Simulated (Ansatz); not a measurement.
Isolated molecules relaxed with PBE0-D4/def2-TZVP in Ansatz; ΔE leaves out vibrations. CBS: MP2 limit from def2 TZ/QZ plus the TZ coupled-cluster correction, frozen cores. This one scheme is used for every species. DFT in def2-TZVPP. B3LYP here is the variant with VWN-RPA as its local correlation; programs differ in this. HSE06 is defined as in plane-wave codes. For Ga outer-core shells are correlated without core-valence functions, which leaves a few kJ/mol of doubt a bond. Scalar relativity is left out up to krypton. One conformer a species, not always the lowest.

Reaction (ligand exchange at a Ga–C bond): `C[CH2][Ga]([Cl])[Cl]` + `CC(C)N` → `CC(C)[NH][Ga]([Cl])[Cl]` + `CC`

```csv
level,ΔE (kJ/mol),difference from CCSD(T)/CBS
B3LYP-D4,-51.0,-0.8
BHLYP-D4,-54.3,-4.1
B2PLYP,-52.1,-1.9
PBE-QIDH,-51.0,-0.8
r2SCAN0,-48.5,1.7
HSE06,-43.8,6.4
LC-ωPBE,-49.9,0.3
MP2/def2-SVP,-69.8,-19.6
CCSD/def2-SVP,-67.3,-17.1
HF/def2-TZVPP,-56.3,-6.1
MP2/def2-TZVPP,-56.1,-5.9
CCSD/def2-TZVPP,-54.2,-4.0
CCSD(T)/def2-TZVPP,-54.6,-4.4
HF/def2-QZVPP,-56.8,-6.6
MP2/def2-QZVPP,-53.7,-3.5
MP2/CBS(def2),-51.7,-1.5
CCSD(T)/CBS,-50.2,0
```

Largest T1 diagnostic among the species: 0.011.

The D4 term adds −3.9 kJ/mol with B3LYP and −2.6 kJ/mol with PBE0; it sums over pairs of atoms, weighted by their polarisabilities, and B3LYP, whose exchange is more repulsive, gets the larger term. From BLYP to BHLYP (50 % exact exchange), in def2-TZVPP and without D4, ΔE moves by −6.0 kJ/mol.
